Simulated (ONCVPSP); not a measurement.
## niobium (Nb), ONCV: configuration errors across variants

```
Element                 : Nb
Generator               : ONCVPSP 4.0.1
Type                    : optimised norm-conserving Vanderbilt (ONCV)
Functional              : LDA (Perdew-Wang 92)
Relativity              : scalar-relativistic
Frozen core             : [Ar] 3d10
Valence charge          : 13
Reference configuration : 4s2 4p6 4d4 5p1
Partial waves           : 4s: rc 1.55 bohr, ncon 5, nbas 8, qcut 6.8 1/bohr, 2 projectors, debl 1.3 Ha; 4p+5p: rc 1.80 bohr, ncon 4, nbas 8, qcut 9.6 1/bohr, 2 projectors; 4d: rc 1.85 bohr, ncon 4, nbas 8, qcut 5.4 1/bohr, 1 projector
Local potential         : polynomial inside 1.20 bohr (lpopt 5, dvloc0 0 Ha)
Core correction         : Teter function, fcfact 4.75, rcfact 1.45
```

In the s channel the program set the typed energies aside and used -2.194, 0.250 Ha.

All-electron excitation energies from the reference (eV): (1) 4s2 4p6 4d4 5s1 5p0 -3.045; (2) 4s2 4p6 4d4 5p0 3.863; (3) 4s2 4p6 4d3 5p0 18.137; (4) 4s1 4p6 4d4 5s1 5p0 61.079.

1 further variants failed, have other tests or another functional or relativity, and are left out.

Errors AE − PS in meV (a dash: test not solved or not reliable):

| change | (1) | (2) | (3) | (4) | bound ghosts | GHOST(+) flags above zero |
| --- | --- | --- | --- | --- | --- | --- |
| base | +0.4 | -0.8 | 0.0 | -57 | none | s |
| core correction none | +0.5 | -0.8 | +0.2 | -39 | none | s |
| local potential polynomial inside 1.30 bohr (lpopt 5, dvloc0 6 Ha) | +0.4 | -0.8 | -0.3 | -59 | none | none |
| p: rc 1.52 | +0.3 | -0.8 | -0.1 | -62 | none | s |
| s: nbas 9 | +0.3 | -0.8 | 0.0 | -65 | none | s |
| core correction Teter function, fcfact 6.6, rcfact 1.45 | +0.3 | -0.9 | -0.1 | -60 | none | s |

**Question.** Give the same row for: all radii but the core radius scaled by about 1.15 (s 1.78, p 2.06, d 2.12 bohr); local potential polynomial inside 1.38 bohr (lpopt 5, dvloc0 0 Ha).

**Answer.** +0.4, -0.7, -0.4, -124; bound ghosts: none; GHOST(+) flags above zero: none.
